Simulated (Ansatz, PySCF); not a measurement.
Reaction R1 → P1, each structure at its B3LYP-D3(BJ)/def2-TZVP stationary point, reached from a drawn start (curvature not checked).
R1, H2OTi (SMILES [OH][TiH]) (charge 0, multiplicity 3):
```xyz
4

Ti    -0.2565    -0.4052    -0.7846
O     -0.5517     0.0349     0.9523
H     -0.2573     0.4667     1.7556
H      1.0655    -0.0965    -1.9232
```
P1, H2OTi (SMILES [O]=[TiH2]) (charge 0, multiplicity 1):
```json
[
 {"atom": "Ti", "x (Å)": "0.0000", "y (Å)": "0.0000", "z (Å)": "-0.0249"},
 {"atom": "O", "x (Å)": "0.0000", "y (Å)": "0.0000", "z (Å)": "1.5739"},
 {"atom": "H", "x (Å)": "1.5744", "y (Å)": "0.0000", "z (Å)": "-0.7745"},
 {"atom": "H", "x (Å)": "-1.5744", "y (Å)": "0.0000", "z (Å)": "-0.7745"}
]
```

P less R. No zero-point or thermal terms; singlets are restricted closed shells; open shells are unrestricted; no spin–orbit coupling. The spin states of the d-block species are the ones drawn and need not be the lowest.

Correlated levels freeze the cores.

Run with Ansatz (a program for electronic structure); PySCF for the D3/D4 terms. Each number belongs to the level named beside it.

PBE/def2-TZVPP gives -0.332 eV for the reaction energy.

Problem. Predict the shift from PBE, with its sign, for: PBE-D3(BJ)/def2-TZVPP, r2SCAN/def2-TZVPP, B3LYP/def2-TZVPP, wB97M-V/def2-TZVPP, B2PLYP/def2-TZVPP, MP2/def2-QZVPP, CCSD(T)/def2-TZVPP.

Solution. PBE-D3(BJ)/def2-TZVPP -0.005; r2SCAN/def2-TZVPP 0.324; B3LYP/def2-TZVPP 0.531; wB97M-V/def2-TZVPP 0.637; B2PLYP/def2-TZVPP 0.178; MP2/def2-QZVPP -0.125; CCSD(T)/def2-TZVPP 0.311 eV. 5 of 7 lie above PBE; the widest gap is to wB97M-V/def2-TZVPP.
